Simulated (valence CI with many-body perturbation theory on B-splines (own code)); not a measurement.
Results of a calculation; reference values are marked as such.
# Hyperfine factors and g values of Tb16+

Level of theory: configuration interaction combined with many-body perturbation theory (CI+MBPT): three valence electrons over a frozen Dirac-Fock core [Kr] 4d10, a basis of 7 s, 7 p, 7 d, 7 f, 4 g, 2 h functions for each j, with the one-electron correlation potential Σ1 (screened to all orders), the two-electron term Σ2, the three-electron term Σ3, Breit, model QED; selected single and double excitations, second order for the rest, scaled by the run's own slope (own B-spline code, finite nucleus).

No measured spectrum was set against this ion. As an estimate, terms of the open shell hold to a few per cent of their energy, and close levels can change places.

A/g_I is the dipole constant over the nuclear g factor μ/I (μ in nuclear magnetons, uniformly magnetised nucleus), B/Q the quadrupole constant per barn. Both hold the static response of the core; the bare values leave it out. Large factors of s and p1/2 electrons are usually good to 5 to 10 %; those of open d and f shells near neutrality can be off by tens of per cent, and small factors of p3/2, d and f electrons come from cancelling terms and can be off by a factor of two or in sign, in half-filled shells by more. B is blank for J = 1/2, where it vanishes, and for nearly pure S terms. Energies count from the lowest level.

Names give the largest LS component (configuration and term), which can be under half, so a name can repeat, a term be missing and a line seem to break the LS rules; names also repeat where a configuration has a term twice. Letters in brackets count levels of one name in rising energy.

| Level | E (cm⁻¹) | g | A/g_I (MHz) | A/g_I bare | B/Q (MHz/b) | B/Q bare |
| --- | --- | --- | --- | --- | --- | --- |
| 4f3 4I°_9/2 | 0.0 | 0.738 | 1940 | 1740 | 761 | 647 |
| 4f3 4I°_11/2 | 5888 | 0.966 | 1320 | 1360 | 814 | 673 |
| 4f3 4I°_13/2 | 11746 | 1.104 | 961 | 1150 | 932 | 755 |
| 4f3 4I°_15/2 | 17488 | 1.194 | 740 | 1030 | 1100 | 881 |
| 4f3 4F°_3/2 | 23196 | 0.470 | 2460 | 1930 | -516 | -429 |
| 4f3 2H°_9/2 [a] | 24856 | 0.998 | 1340 | 1440 | -786 | -662 |
| 4f3 4F°_5/2 | 26766 | 1.033 | 1090 | 1180 | -456 | -386 |
| 4f3 4F°_7/2 | 29199 | 1.168 | 812 | 1070 | -1130 | -958 |
| 4f3 4S°_3/2 | 29224 | 1.881 | -929 | 125 | -125 | -114 |
| 4f3 4F°_9/2 | 33043 | 1.219 | 680 | 997 | -855 | -724 |
| 4f3 2H°_11/2 [a] | 34654 | 1.101 | 913 | 1090 | -213 | -199 |
| 4f3 4G°_5/2 | 35192 | 0.580 | 2230 | 1840 | -221 | -173 |
| 4f3 2G°_7/2 [a] | 36000 | 0.979 | 1260 | 1310 | 96.0 | 92.7 |
| 4f3 2K°_13/2 | 39176 | 0.936 | 1370 | 1370 | 2780 | 2330 |
| 4f3 4G°_7/2 | 40973 | 0.962 | 1210 | 1220 | -955 | -803 |
| 4f3 4G°_9/2 | 42715 | 1.150 | 837 | 1070 | 286 | 238 |
| 4f3 2D°_3/2 [a] | 43544 | 1.075 | 854 | 964 | -265 | -216 |
| 4f3 2K°_15/2 | 44698 | 1.056 | 1070 | 1200 | 3100 | 2570 |
| 4f3 2G°_9/2 [a] | 47342 | 1.134 | 791 | 989 | -1080 | -896 |
| 4f3 4G°_11/2 | 47938 | 1.246 | 631 | 982 | -21.3 | -35.6 |
| 4f3 2P°_1/2 | 47997 | 0.580 | 3280 | 3150 |  |  |
| 4f3 2D°_5/2 [a] | 50169 | 1.190 | 741 | 1020 | -1340 | -1120 |
| 4f3 2P°_3/2 | 57362 | 1.105 | 798 | 946 | -32.5 | -14.9 |
| 4f3 4D°_5/2 | 57625 | 1.295 | 629 | 1070 | 878 | 734 |
| 4f3 4D°_3/2 | 57763 | 1.082 | 1240 | 1460 | -109 | -85.0 |
| 4f3 2I°_11/2 | 58502 | 0.962 | 1240 | 1260 | 1930 | 1600 |
| 4f3 4D°_1/2 | 60511 | 0.080 | 4090 | 3300 |  |  |
| 4f3 2L°_15/2 | 61156 | 0.954 | 1240 | 1250 | 4530 | 3780 |
| 4f3 2I°_13/2 | 62909 | 1.073 | 1050 | 1200 | 1800 | 1500 |
| 4f3 2L°_17/2 | 64695 | 1.057 | 1050 | 1180 | 4980 | 4140 |
| 4f3 4D°_7/2 | 64834 | 1.419 | 71.2 | 579 | 2420 | 2000 |
| 4f3 2H°_9/2 [b] | 66913 | 0.916 | 1330 | 1290 | 1080 | 904 |
| 4f3 2D°_3/2 [b] | 70528 | 0.910 | 1290 | 1220 | 163 | 127 |
| 4f3 2H°_11/2 [b] | 71764 | 1.061 | 990 | 1110 | 827 | 694 |
| 4f3 2D°_5/2 [b] | 72138 | 1.129 | 1000 | 1250 | 372 | 299 |
| 4f3 2F°_5/2 [a] | 81254 | 0.992 | 1200 | 1250 | 1720 | 1440 |
| 4f3 2F°_7/2 [a] | 83730 | 1.145 | 841 | 1070 | 678 | 558 |
| 4f3 2G°_9/2 [b] | 96930 | 1.107 | 971 | 1170 | 1680 | 1400 |
| 4f3 2G°_7/2 [b] | 99474 | 0.894 | 1310 | 1230 | 2170 | 1810 |
| 4f2 5s 4H_7/2 | 123450 | 0.674 | -17700 | -16600 | 1980 | 1700 |

Q: Take the isotope of mass number 157, with I = 3/2, μ = 2.03 μN and Q = 1.4 b. What is the hyperfine structure of 4f3 4I°_13/2?

A: From the table A = 1300 MHz, B = 1300 MHz. Shifts from the centre of gravity in MHz: F = 5: -14100, F = 6: -7120, F = 7: 1800, F = 8: 13000.
